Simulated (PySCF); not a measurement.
# Structure from NMR data

An unknown has the formula C6H7P. Its calculated NMR data are:

1H NMR (600 MHz, computed): δ 7.64 (m, 2H), 7.53 (m, 2H), 7.42 (m, 1H), 4.02 (m, 2H).

13C{1H} NMR (computed): δ 138.7, 136.5, 133.8, 131.9.

PySCF 2.14.0 with density-fitted response routines calculation with PBE0/pcSseg-1 with gauge-including orbitals and geometry: GFN2-xTB; relativity neglected, fast rotation and ring inversion assumed for equivalent nuclei, gas phase, one conformer.

Referencing at the same level of theory: 1H, 13C vs TMS.

Which candidate is it?
A. Pc1ccccc1
B. C#CC/P=C/C=C
C. Cc1ccpcc1

Results:

A. 

- 4 carbon signals for 6 carbons: some carbons are equivalent by symmetry or fast rotation.
- Carbon types of the structure: 1 × C, 5 × CH, leaving 2 H on heteroatoms.
- δC 138.7: substituted aromatic carbon.
- δC 136.5, 133.8, 131.9: aromatic CH; the aromatic region.
- δH 7.64, 7.53, 7.42: hydrogen on an aromatic CH; ring-current deshielding.
- δH 4.02: hydrogen on a phosphorus bonded to C.

The others: Cc1ccpcc1 would give 3 signals for carbon-bound and other non-exchanging H, not 4; C#CC/P=C/C=C would give 6 carbon signals, not 4.

Splittings by 31P in the carbon and heteronuclear signals aren't shown, as no couplings were computed. Shifts are as computed. Against solution values, carbons near 30 ppm lie about +3 ppm off and those near 130 ppm about +5 ppm. Of 1211 compounds with measured shifts, 218 miss one by over three times the rms of a fit or turn the order of signals round; such compounds aren't used in these exercises. No couplings were computed; multiplicities are counted from neighbouring protons, with m where these are inequivalent, close in shift, in a saturated or five-membered ring or joined by F or P, and br s for small geminal =CH2 splittings.
